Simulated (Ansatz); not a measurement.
H₂IMgN, singlet, at a GFN2-xTB geometry (such geometries of metal compounds can be far from the true shape) (core potentials on I), with bond 4-3 at 1.4 times its length; CASSCF(4,6)/def2-SVP in Ansatz (an electronic-structure program).

The Ansatz input:
Ansatz 0.2 input:
```yaml
crystal:
  periodic: [false, false, false]
  atoms:
    - {symbol: Mg, position_ang: [-1.59482021, -0.29520899, 0.44685314]}
    - {symbol: I, position_ang: [0.77521132, 0.25935030, -0.44834935]}
    - {symbol: N, position_ang: [-2.32107225, -1.10487316, 1.98142404]}
    - {symbol: H, position_ang: [-3.10383013, -2.27937859, 1.84642159]}
    - {symbol: H, position_ang: [-2.82066670, -0.52514064, 2.64531571]}
basis:
  gaussian:
    orbitals: def2-SVP
hamiltonian:
  xc: hf
magnetization: {spin_polarized: false}
correlation: {active_space: {window: {electrons: 4, orbitals: 6}}}
```

What the program printed (banner, timings and long lists left out):

```
Functional definition: HF
730 factors; integrals over basis functions are off by at most 6.5e-4 eV
mean field evaluation 1: about -15011.2008 eV, gradient 3.5e1 eV
mean field evaluation 2: about -15011.2657 eV, gradient 3.5e1 eV
mean field evaluation 4: about -15014.4440 eV, gradient 2.3e0 eV
mean field evaluation 8: about -15014.4894 eV, gradient 2.4e-1 eV
mean field -15014.49001357 eV, -551.7723308119 hartree, gradient 4.3e-6 eV, S^2 0.000000; 0 other end points of the search recorded, 0 dependent functions left out
reference -15014.49001357 eV, -551.7723308119 hartree; 23, 23 occupied and 45, 45 virtual orbitals, 730 factors
state -15016.44183789 eV, -551.8440590325 hartree
Total energy: -15016.44183789 eV, -551.8440590325 hartree
```
